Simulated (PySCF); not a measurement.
## Computed structure and properties of [HgOF]−

System: [HgOF]− (singlet); start: template (Cs). Method: PySCF 2.14.0, RKS PBE0, Hg def2-SVP with ECP60, O def2-SVP, F def2-SVP; non-relativistic Hamiltonian with scalar-relativistic core potentials where named; density fitting; no spin-orbit coupling.

Input of the relaxation:

```python
mol = gto.M(atom='''
Hg     0.03447     0.00000    -0.09949
O      1.42587     0.00000     0.52321
F     -1.56693     0.00000     0.61721''',
    basis={'Hg': 'def2-SVP', 'O': 'def2-SVP', 'F': 'def2-SVP'},
    ecp={'Hg': 'def2-SVP'},
    charge=-1, spin=0)
mf = dft.RKS(mol, xc='PBE0')
mf.grids.atom_grid = (50, 194)
mf = mf.density_fit()  # fitting sets: Hg def2-universal-JKFIT, O def2-universal-JKFIT, F def2-universal-JKFIT
mf.conv_tol = 1e-08; mf.max_cycle = 55
mf.kernel(dm0)  # dm0: converged density of the start geometry
# quasi-Newton relaxation in Cartesian coordinates to a largest gradient under 0.00045 Eh/bohr, steps kept in the point group
```

Run from Python with OMP_NUM_THREADS=2; the lines above give its settings. Where DIIS fails, smearing, a level shift and second-order steps follow.
It took 7.9 s on 2 threads of Arm Neoverse V2 (shared host), from the converged density of the start.

Course of the relaxation:

| step | energy above end (eV) | largest force component within the symmetry (eV/Å) |
| --- | --- | --- |
| 0 | 6.5138 | 28.207 |
| 1 | 1.6425 | 5.518 |
| 2 | 0.8009 | 2.748 |
| 3 | 0.3145 | 1.303 |
| 4 | 0.2005 | 1.225 |
| 5 | 0.1515 | 1.253 |
| 6 | 0.0355 | 1.484 |
| 7 | 0.0130 | 0.900 |
| 8 | 0.0004 | 0.089 |
| 9 | 0.0000 | 0.010 |
| 10 | 0.0000 | 0.002 |

Relaxed geometry (C∞v):

```xyz
3

Hg    0.0129    0.0000    0.3426
O     1.8886    0.0000    0.2861
F    -2.0082    0.0000    0.4122
```

```csv
contact,Å
Hg1–O2 (O),1.877
Hg1–F3 (F),2.022
```

On the finer grid (75, 302):

```
HOMO                                                          : -0.40 eV
LUMO                                                          : 4.94 eV
Dipole about the centre of mass                               : 1.97 D
Set of Mulliken populations of Hg1 outside the core potential : s 3.23, p 6.62, d 9.86, f 0.02
D3(BJ) dispersion energy (not in the energies)                : -0.029 eV
```

| atom | Mulliken (e) | Löwdin (e) | spin (e) |
| --- | --- | --- | --- |
| Hg1 | 0.27 | 0.01 | 0.00 |
| O2 | -0.71 | -0.57 | 0.00 |
| F3 | -0.55 | -0.44 | 0.00 |

On the grid (50, 194), as all that follows. Harmonic modes: a minimum; lowest 178 cm⁻¹ (negative: unstable), highest 727 cm⁻¹, zero-point energy 0.098 eV.

Rigid scan of O along the line from its metal:

distance to O2 (Å), energy (eV) and a bar:
```
     1.58      2.289 ##############################
     1.68      0.832 ###########
     1.78      0.172 ##
     1.88      0.000 
     1.98      0.118 ##
     2.08      0.399 #####
     2.18      0.759 ##########
     2.33      1.341 ##################
```

Taking off one F (charge -1, singlet; the rest: singlet) in vacuum, both parts rigid, costs 5.08 eV; the small basis without counterpoise inflates it.

Rigid scan of F along the line from its metal:

| distance to F3 (Å) | energy (eV) |
| --- | --- |
| 1.72 | 1.328 |
| 1.82 | 0.484 |
| 1.92 | 0.101 |
| 2.02 | 0.000 |
| 2.12 | 0.069 |
| 2.22 | 0.233 |
| 2.42 | 0.687 |
| 2.72 | 1.394 |
| 3.12 | 2.152 |
| 3.62 | 2.806 |

One start shape was tried, so this needn't be the lowest isomer.
